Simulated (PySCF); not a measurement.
**C₆ coefficients of unlike pairs at UHF**

Calculated with PySCF 2.14 from the dipole response of each species, C₆(A,B) = (3/π) ∫ α_A(iu) α_B(iu) du, in atomic units, from isotropic polarisabilities. For ions this is the dispersion term alone; charge-induced terms of lower order in 1/R come first.

```tsv
species	configuration	basis	relativity	α (bohr³)	C₆ (like pair)
Ar²⁺	[Ne] 3s2 3p4 (3P)	def2-QZVPPD (10s7p5d2f1g)	none	4.795	16.81
Sb	[Kr] 4d10 5s2 5p3 (4S)	def2-QZVPPD with the def2 core potential (28 electrons) (8s6p5d4f1g)	core potential	44.29	490.7
As²⁺	[Ar] 3d10 4s2 4p1 (2P)	x2c-QZVPPall with one added diffuse shell each of s, p, d, f type (12s9p6d5f1g)	spin-free X2C	10.86	48.85
Rh⁺	[Kr] 4d8 (3F)	aug-cc-pwCVTZ-PP with ECP28MDF (8s8p7d4f3g)	core potential	11.34	69.51
```

Task: Estimate C₆ for Rh⁺ with As²⁺.

Result: The integral gives 57.33. The combination rule 2 C_A C_B / (C_A α_B/α_A + C_B α_A/α_B) gives 57.76 and the geometric mean 58.27.

No spin-orbit coupling is included.

The other pairs:

```json
{"pair": "As²⁺, Sb", "C₆": "151.1"}
{"pair": "Rh⁺, Sb", "C₆": "172.1"}
{"pair": "Sb, Ar²⁺", "C₆": "81.78"}
{"pair": "Rh⁺, Ar²⁺", "C₆": "34.03"}
{"pair": "As²⁺, Ar²⁺", "C₆": "27.79"}
```
